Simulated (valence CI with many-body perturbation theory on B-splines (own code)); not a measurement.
## Sb37+: electric-dipole lines

Level of theory: valence CI with perturbative core correlation (CI+MBPT): four valence electrons over a frozen Dirac-Fock core [Ne], radial functions for each j: 11 s, 11 p, 9 d, 7 f, 5 g, 2 h, 1 i, with the one-electron correlation potential Σ1, the two-electron term Σ2, the three-electron term Σ3, Breit, model QED; selected CI, second order for the rest (own B-spline code, finite nucleus).

The last digits are not significant, and no measured levels were compared; by estimate large intervals hold to a few tenths of a per cent, small ones and those within an open d or f shell to about a per cent.

Lines 101 to 150 of 227 in falling wavelength, among levels below 409.38 eV, chosen from the strongest by gf and those to the six lowest levels. Wavelengths and rates use the calculated energies. Electric multipoles are in the length gauge, E1 and E2 with the static RPA response of the core. Weak lines are less certain than strong ones. Lines between different terms over intervals too small for the method are left out, as are lines whose strength nearly cancels. Where a level lies close to another of its J and parity, the split of strength between their lines is uncertain. The highest levels of a list are the least certain.

Levels are named by their leading jj configuration (3d3/2^4 stands for four electrons in 3d with j = 3/2), which in mixed levels can hold well under half, so a name can repeat and another be missing. Letters in brackets count levels of one name in rising energy.

| λ vac (nm) | Upper | Lower | A (s⁻¹) | S (a.u.) |
| --- | --- | --- | --- | --- |
| 7.739 | (3s^2 3p3/2 3d5/2) J=1 | (3s^2 3p3/2^2) J=0 | 2.69e+10 | 1.84e-02 |
| 7.725 | (3s 3p1/2 3p3/2 3d5/2) J=3 [d] | (3s^2 3p1/2 3d5/2) J=2 | 1.60e+11 | 2.55e-01 |
| 7.706 | (3s^2 3p1/2 3d5/2) J=2 | (3s^2 3p1/2 3p3/2) J=2 | 5.42e+08 | 6.12e-04 |
| 7.679 | (3s^2 3p1/2 3d5/2) J=3 | (3s^2 3p1/2 3p3/2) J=2 | 6.42e+10 | 1.00e-01 |
| 7.678 | (3s 3p1/2 3p3/2 3d5/2) J=2 [a] | (3s 3p1/2 3p3/2^2) J=2 [a] | 3.48e+10 | 3.89e-02 |
| 7.643 | (3s 3p1/2 3p3/2 3d5/2) J=1 [b] | (3s^2 3p1/2 3d5/2) J=2 | 2.32e+10 | 1.53e-02 |
| 7.628 | (3s 3p1/2 3p3/2 3d3/2) J=2 [c] | (3s^2 3p1/2 3d3/2) J=2 | 5.17e+10 | 5.66e-02 |
| 7.623 | (3s 3p1/2 3p3/2 3d5/2) J=1 [b] | (3s 3p1/2 3p3/2^2) J=0 | 6.28e+10 | 4.12e-02 |
| 7.622 | (3s 3p1/2^2 3d5/2) J=2 | (3s 3p1/2^2 3p3/2) J=2 | 2.25e+10 | 2.45e-02 |
| 7.619 | (3s 3p1/2 3p3/2 3d3/2) J=2 [a] | (3s 3p1/2^2 3p3/2) J=1 | 4.69e+10 | 5.12e-02 |
| 7.614 | (3s 3p1/2 3p3/2 3d5/2) J=1 [a] | (3s 3p1/2 3p3/2^2) J=2 [a] | 2.31e+10 | 1.51e-02 |
| 7.605 | (3s 3p1/2 3p3/2 3d5/2) J=1 [c] | (3s 3p1/2 3p3/2^2) J=1 [a] | 9.11e+10 | 5.94e-02 |
| 7.587 | (3s 3p1/2 3p3/2 3d3/2) J=2 [d] | (3s 3p1/2 3p3/2^2) J=2 [a] | 8.04e+09 | 8.66e-03 |
| 7.582 | (3p1/2 3p3/2^3) J=2 | (3s 3p1/2 3p3/2^2) J=1 [b] | 2.59e+10 | 2.78e-02 |
| 7.578 | (3s 3p1/2 3p3/2 3d3/2) J=1 [d] | (3s^2 3p1/2 3d3/2) J=1 | 4.46e+10 | 2.87e-02 |
| 7.557 | (3s 3p1/2 3p3/2 3d5/2) J=2 [c] | (3s 3p1/2 3p3/2^2) J=1 [a] | 8.34e+10 | 8.88e-02 |
| 7.552 | (3s 3p1/2 3p3/2 3d3/2) J=1 [b] | (3s 3p1/2 3p3/2^2) J=2 [a] | 1.57e+10 | 1.00e-02 |
| 7.494 | (3s 3p1/2 3p3/2 3d5/2) J=0 | (3s 3p1/2 3p3/2^2) J=1 [a] | 9.79e+10 | 2.03e-02 |
| 7.478 | (3s 3p1/2 3p3/2 3d5/2) J=2 [b] | (3s 3p1/2 3p3/2^2) J=3 | 8.72e+10 | 8.99e-02 |
| 7.464 | (3s 3p1/2 3p3/2 3d3/2) J=0 [b] | (3s^2 3p1/2 3d3/2) J=1 | 8.68e+10 | 1.78e-02 |
| 7.452 | (3s 3p1/2 3p3/2^2) J=0 | (3s^2 3p1/2 3p3/2) J=1 | 5.79e+10 | 1.18e-02 |
| 7.441 | (3s 3p1/2 3p3/2 3d5/2) J=2 [a] | (3s^2 3p1/2 3d3/2) J=2 | 2.70e+10 | 2.75e-02 |
| 7.433 | (3s^2 3p1/2 3d5/2) J=2 | (3s^2 3p1/2 3p3/2) J=1 | 1.08e+11 | 1.09e-01 |
| 7.432 | (3s 3p1/2^2 3p3/2) J=1 | (3s^2 3p1/2^2) J=0 | 5.75e+10 | 3.50e-02 |
| 7.382 | (3s 3p1/2 3p3/2^2) J=1 [a] | (3s^2 3p1/2 3p3/2) J=2 | 9.82e+09 | 5.85e-03 |
| 7.380 | (3s 3p1/2 3p3/2 3d5/2) J=1 [a] | (3s^2 3p1/2 3d3/2) J=2 | 8.32e+09 | 4.95e-03 |
| 7.355 | (3s 3p1/2 3p3/2 3d5/2) J=4 [b] | (3s 3p1/2 3p3/2^2) J=3 | 3.92e+10 | 6.92e-02 |
| 7.355 | (3p1/2 3p3/2^3) J=1 | (3s 3p1/2 3p3/2^2) J=1 [b] | 1.39e+11 | 8.17e-02 |
| 7.348 | (3p1/2 3p3/2^3) J=2 | (3s 3p1/2 3p3/2^2) J=2 [b] | 1.84e+11 | 1.80e-01 |
| 7.343 | (3s 3p1/2 3p3/2 3d5/2) J=3 [b] | (3s 3p1/2 3p3/2^2) J=2 [a] | 5.27e+09 | 7.21e-03 |
| 7.302 | (3s 3p1/2 3p3/2 3d5/2) J=2 [d] | (3s 3p1/2 3p3/2^2) J=1 [a] | 2.08e+10 | 2.00e-02 |
| 7.289 | (3s 3p1/2 3p3/2 3d5/2) J=1 [c] | (3s^2 3p1/2 3d5/2) J=2 | 5.61e+10 | 3.22e-02 |
| 7.271 | (3s 3p1/2 3p3/2 3d5/2) J=1 [c] | (3s 3p1/2 3p3/2^2) J=0 | 1.70e+10 | 9.66e-03 |
| 7.269 | (3s 3p1/2 3p3/2 3d5/2) J=2 [c] | (3s^2 3p1/2 3d5/2) J=3 | 2.19e+10 | 2.07e-02 |
| 7.269 | (3s 3p1/2 3p3/2 3d3/2) J=2 [e] | (3s^2 3p1/2 3d3/2) J=1 | 1.28e+11 | 1.22e-01 |
| 7.266 | (3s 3p1/2 3p3/2 3d3/2) J=2 [b] | (3s 3p1/2^2 3p3/2) J=1 | 4.63e+10 | 4.39e-02 |
| 7.259 | (3s 3p1/2 3p3/2 3d5/2) J=3 [c] | (3s 3p1/2 3p3/2^2) J=3 | 3.55e+10 | 4.69e-02 |
| 7.254 | (3s 3p1/2 3p3/2 3d5/2) J=3 [e] | (3s^2 3p1/2 3d5/2) J=3 | 1.19e+11 | 1.57e-01 |
| 7.245 | (3s 3p1/2 3p3/2 3d5/2) J=2 [c] | (3s^2 3p1/2 3d5/2) J=2 | 1.53e+10 | 1.43e-02 |
| 7.229 | (3s 3p1/2 3p3/2 3d5/2) J=3 [e] | (3s^2 3p1/2 3d5/2) J=2 | 5.24e+09 | 6.84e-03 |
| 7.219 | (3p1/2^2 3p3/2^2) J=0 | (3s 3p1/2^2 3p3/2) J=1 | 7.73e+10 | 1.43e-02 |
| 7.195 | (3s^2 3p3/2 3d5/2) J=3 | (3s^2 3p3/2^2) J=2 | 2.11e+11 | 2.71e-01 |
| 7.162 | (3s 3p1/2 3p3/2^2) J=2 [b] | (3s^2 3p1/2 3p3/2) J=2 | 1.59e+11 | 1.44e-01 |
| 7.156 | (3s^2 3p3/2 3d5/2) J=1 | (3s^2 3p3/2^2) J=2 | 1.32e+11 | 7.16e-02 |
| 7.134 | (3p1/2 3p3/2^3) J=1 | (3s 3p1/2 3p3/2^2) J=2 [b] | 4.80e+10 | 2.58e-02 |
| 7.131 | (3s 3p1/2 3p3/2^2) J=1 [a] | (3s^2 3p1/2 3p3/2) J=1 | 7.19e+10 | 3.86e-02 |
| 7.126 | (3s 3p1/2 3p3/2 3d5/2) J=3 [b] | (3s^2 3p1/2 3d3/2) J=2 | 4.02e+10 | 5.02e-02 |
| 7.102 | (3s 3p1/2 3p3/2 3d3/2) J=3 [b] | (3s^2 3p1/2 3d3/2) J=2 | 1.16e+11 | 1.44e-01 |
| 7.077 | (3s 3p1/2 3p3/2 3d5/2) J=2 [b] | (3s 3p1/2 3p3/2^2) J=2 [a] | 4.44e+10 | 3.88e-02 |
| 7.034 | (3s 3p1/2 3p3/2 3d5/2) J=4 [c] | (3s 3p1/2 3p3/2^2) J=3 | 3.43e+09 | 5.30e-03 |
